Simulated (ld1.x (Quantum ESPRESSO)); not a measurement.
## Pseudopotential generation for Ti (Z = 22): TM, PBE, scalar-relativistic.

Input for ld1.x (Quantum ESPRESSO) 7.5:

```
&input
   title='Ti', zed=22., rel=1, dft='PBE', iswitch=3,
   config='[Ar] 3d2 4s2 4p0',
   nld=3, rlderiv=4.05, eminld=-2.0, emaxld=5.0, deld=0.02
 /
 &inputp
   pseudotype=2, tm=.true., lloc=-2, rcloc=3.00,
   nlcc=.false.,
   file_pseudopw='Ti.UPF', file_wfcaegen='ae.wfc', file_wfcncgen='nc.wfc', file_beta='beta', file_chi='chi'
 /
3
4S  1  0   2.00   0.00  2.50  2.50  0.0
4P  2  1   0.00   0.00  3.75  3.75  0.0
3D  3  2   2.00   0.00  1.90  1.90  0.0
 &test
   configts(1)='3d2 4s2 4p0'
 /
```

Command:

```bash
ld1.x < Ti.in > Ti.out
```

Resulting log (shortened: banner, matrices, multipoles, cross overlaps and the repeated all-electron block are left out):

```
Program LD1 v.7.5
     --------------------------- All-electron run ----------------------------

     Ti
     scalar relativistic calculation

     atomic number is 22.00
     dft =PBE   lsd =0 sic =0 latt =0  beta=0.20 tr2=1.0E-14
     Exchange-correlation= PBE
                           (   1   4   3   4   0   0   0)
     mesh =1177 r(mesh) = 100.37945 a.u. xmin = -7.00 dx = 0.01250
     1 Ry =  13.60569312 eV, c = 137.03599908

     n l     nl                  e(Ry)          e(Ha)          e(eV)
     1 0     1S 1( 2.00)      -357.8563      -178.9282     -4868.8833
     2 0     2S 1( 2.00)       -39.4641       -19.7321      -536.9370
     2 1     2P 1( 6.00)       -32.6525       -16.3262      -444.2596
     3 0     3S 1( 2.00)        -4.6035        -2.3017       -62.6334
     3 1     3P 1( 6.00)        -2.8562        -1.4281       -38.8608
     3 2     3D 1( 2.00)        -0.3130        -0.1565        -4.2588
     4 0     4S 1( 2.00)        -0.3283        -0.1641        -4.4667
     4 1     4P 1( 0.00)        -0.1078        -0.0539        -1.4663

     final scf error:  4.4E-15 reached in  24 iterations

     Etot =   -1707.131133 Ry,    -853.565567 Ha,  -23226.702321 eV

     Ekin =    1721.499962 Ry,     860.749981 Ha,   23422.200193 eV
     Encl =   -4058.485530 Ry,   -2029.242765 Ha,  -55218.508665 eV
     Eh   =     713.696309 Ry,     356.848154 Ha,    9710.332963 eV
     Exc  =     -83.841874 Ry,     -41.920937 Ha,   -1140.726812 eV

     normalization and overlap integrals

     s(1S/1S) =  1.000000  <r> =   0.0696  <r2> =    0.0065  r(max) =   0.0455
     s(2S/2S) =  1.000000  <r> =   0.3249  <r2> =    0.1249  r(max) =   0.2682
     s(2P/2P) =  1.000000  <r> =   0.2899  <r2> =    0.1037  r(max) =   0.2196
     s(3S/3S) =  1.000000  <r> =   1.0069  <r2> =    1.1699  r(max) =   0.8685
     s(3P/3P) =  1.000000  <r> =   1.0860  <r2> =    1.3907  r(max) =   0.9016
     s(3D/3D) =  1.000000  <r> =   1.6171  <r2> =    3.5729  r(max) =   0.9841
     s(4S/4S) =  1.000000  <r> =   3.5139  <r2> =   14.2499  r(max) =   2.9196
     s(4P/4P) =  1.000000  <r> =   4.8655  <r2> =   27.9402  r(max) =   3.7960

     ------------------------ End of All-electron run ------------------------

     --------------------- Generating NC pseudopotential ---------------------

      Generating local potential from pseudized AE potential:
      Matching radius rcloc =   3.0000
      Enforcing V''(0)=0 (lloc=-2)

      Local pseudo, rcloc= 3.031 Estimated cut-off energy=     3.24 Ry

      Wfc   4S  rcut= 2.482  Using Troullier-Martins method

      Wfc   4P  rcut= 3.796  Using Troullier-Martins method

      Wfc   3D  rcut= 1.885  Using Troullier-Martins method

     ------------------- End of pseudopotential generation -------------------

     Computing logarithmic derivative in   4.06627
     Computing logarithmic derivative in   4.06627
     Computing the partial wave expansion
     R is outside the sphere for l=    0 j= 0.00
     R is outside the sphere for l=    1 j= 0.00
     R is outside the sphere for l=    2 j= 0.00

     ---------------------- Testing the pseudopotential ----------------------

     Ti
     scalar relativistic calculation

     atomic number is 22.00   valence charge is  4.00
     dft =PBE   lsd =0 sic =0 latt =0  beta=0.20 tr2=1.0E-14
     mesh =1177 r(mesh) = 100.37945 xmin = -7.00 dx = 0.01250

     n l     nl             e AE (Ry)        e PS (Ry)    De AE-PS (Ry)
     3 2     3D   1( 2.00)       -0.31302       -0.31302        0.00000
     1 0     4S   1( 2.00)       -0.32830       -0.32830        0.00000
     2 1     4P   1( 0.00)       -0.10777       -0.10777        0.00000

     eps = 8.8E-16  iter =  9

     Etot =   -1707.131133 Ry,    -853.565567 Ha,  -23226.702321 eV
     Etotps =    -6.536758 Ry,      -3.268379 Ha,     -88.937122 eV

     Ekin =      12.319743 Ry,       6.159872 Ha,     167.618648 eV
     Encl =     -12.923324 Ry,      -6.461662 Ha,    -175.830781 eV
     Ehrt =       5.823453 Ry,       2.911727 Ha,      79.232115 eV
     Ecxc =      -1.973644 Ry,      -0.986822 Ha,     -26.852799 eV
     Epseu=      -9.782986 Ry,      -4.891493 Ha,    -133.104305 eV

     ---------------------- End of pseudopotential test ----------------------
```

Generation and configuration tests took about 1.1 s on one core of a shared server CPU.
